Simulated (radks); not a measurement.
Effect of the nuclear size on the thulium ion Tm+, [Xe] 4f13 6s1. Calculated with a radial shooting solver on a logarithmic mesh with Libxc functionals: Dirac Kohn-Sham, relativistic LDA (MacDonald-Vosko exchange, VWN5 correlation), spin-unpolarised, spherical densities, finite nucleus; open shells fill j = l - 1/2 first; Fermi nuclear charge, rms radius 5.2256 fm. The rms radius is varied about that value; shifts are against it.

rms radius (fm)	total energy shift (eV)	density at nucleus (e/bohr^3)	1s1/2 shift (meV)	2s1/2 shift (meV)	4p1/2 shift (meV)	5s1/2 shift (meV)	5p1/2 shift (meV)	6s1/2 shift (meV)	6p1/2 (empty) shift (meV)
4.6821	-6.81	9.678e+05	-2770	-373	0.076	-2.98	0.165	-0.245	0.067
5.0323	-2.48	9.472e+05	-1010	-136	0.027	-1.08	0.060	-0.089	0.025
5.2256	0	9.366e+05	0.000	0.000	0.000	0.000	0.000	0.000	0.000
5.7116	6.53	9.121e+05	2650	358	-0.071	2.85	-0.158	0.235	-0.065
6.1767	13.2	8.91e+05	5350	720	-0.141	5.75	-0.318	0.473	-0.130

Slopes of the eigenvalues against <r^2> in GHz/fm^2, as finite differences over the two radii next to the reference (eigenvalue slopes, not the field-shift constants of lines): 1s1/2 121000, 2s1/2 16400, 4p1/2 -3.26, 5s1/2 130, 5p1/2 -7.23, 6s1/2 10.7, 6p1/2 (empty) -2.95.
